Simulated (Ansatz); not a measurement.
Stretching the B1–Br3 bond in BBr2H (SMILES BrBBr) (multiplicity 1 held, fragments rigid). Energies count from the point at 1.902 Å.
Geometry at that point (charge 0, multiplicity 1):
```xyz
4

B     -0.62320    -0.38098    -0.41274
H     -1.49973    -0.91682    -0.99326
Br    -0.32832     1.47752    -0.68765
Br     0.46020    -1.39690     0.77499
```

R- and RO- levels are restricted; in cc, def2 and unpolarised 6-31G sets they are followed outwards from rest. Unrestricted levels (U-) break spin symmetry where that is lower. Active spaces are followed from a long bond inwards. Levels need not reach the same state.

Correlated levels freeze the cores. Filled d and f shells under p-block atoms count as core.

Codes used: Ansatz (Gaussian orbitals). Each number belongs to the level named beside it.

Energies in kcal/mol.

| R (Å) | U-CCSD/cc-pVDZ | R-CCSD(T)/cc-pVDZ | R-CCSDT/cc-pVDZ | R-CCSDT(Q)/cc-pVDZ | FIC-MRCISD+Q on CASSCF(6,4)/cc-pVDZ |
|---|---|---|---|---|---|
| 1.521 | 68.8 | 69.1 | 69.2 | 69.2 | 68.9 |
| 1.712 | 12.9 | 13.1 | 13.2 | 13.2 | 13.1 |
| 1.902 | 0.0 | 0.0 | 0.0 | 0.0 | 0.0 |
| 2.092 | 5.8 | 5.6 | 5.5 | 5.5 | 5.6 |
| 2.282 | 18.9 | 18.4 | 18.3 | 18.2 | 18.4 |
| 2.567 | 41.6 | 40.5 | 40.2 | 40.0 | 40.5 |
| 2.853 | 63.0 | 60.3 | 59.9 | 59.6 | 60.1 |
| 3.328 | 87.4 | 83.4 | 83.4 | 82.6 | 83.3 |
| 3.803 | 95.8 | 91.4 | 95.5 | 93.8 | 94.6 |
| 4.374 | 98.1 | 80.1 | 100.6 | 97.2 | 98.9 |
| 5.135 | 98.8 | 51.7 | 102.0 | 96.9 | 100.1 |
| 6.086 | 99.0 | 33.8 | 102.2 | 96.7 | 100.3 |

Doubts at one or more of the structures used: a spin-contaminated determinant (U-CCSD/cc-pVDZ); T1 above 0.05 (U-CCSD/cc-pVDZ, R-CCSD(T)/cc-pVDZ, R-CCSDT/cc-pVDZ, R-CCSDT(Q)/cc-pVDZ); a restricted determinant that unrestricted orbitals would lower (R-CCSD(T)/cc-pVDZ, R-CCSDT/cc-pVDZ, R-CCSDT(Q)/cc-pVDZ); other coupled-cluster roots lie near (R-CCSD(T)/cc-pVDZ, R-CCSDT/cc-pVDZ, R-CCSDT(Q)/cc-pVDZ); active orbitals that take no part (FIC-MRCISD+Q on CASSCF(6,4)/cc-pVDZ).

Ansatz is a quantum-chemistry and plane-wave program.
